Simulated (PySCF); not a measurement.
# Electronic structure of Cu⁺ (copper, charge +1) at the UHF level

Configuration: [Ar] 3d10, closed-shell 1S. Computed with PySCF 2.14 in cc-pVDZ-PP with ECP10MDF (4s4p3d1f, 38 functions), with scalar relativity through the core potential.

```
Total energy             : -195.921911 hartree
One-electron energy      : -350.3408 hartree
Hartree (Coulomb) energy : 172.3118 hartree
Exchange energy          : -17.8930 hartree
⟨S²⟩                     : 0.0000
⟨L²⟩                     : 0.000
Sum of ⟨r⟩               : 15.81 bohr
Sum of ⟨r²⟩              : 18.02 bohr²
Time after the integrals : 0.1 s of wall time on 1 thread of Neoverse-V1 (shared host)
```

```json
{"shell": "3s", "electrons": "2", "mean orbital energy (eV)": "-150.59", "rms radius, mean of both spins (bohr)": "0.768"}
{"shell": "3p", "electrons": "6", "mean orbital energy (eV)": "-101.78", "rms radius, mean of both spins (bohr)": "0.818"}
{"shell": "3d", "electrons": "10", "mean orbital energy (eV)": "-21.746", "rms radius, mean of both spins (bohr)": "1.13"}
```

Energies and moments cover only the electrons outside the core potential.
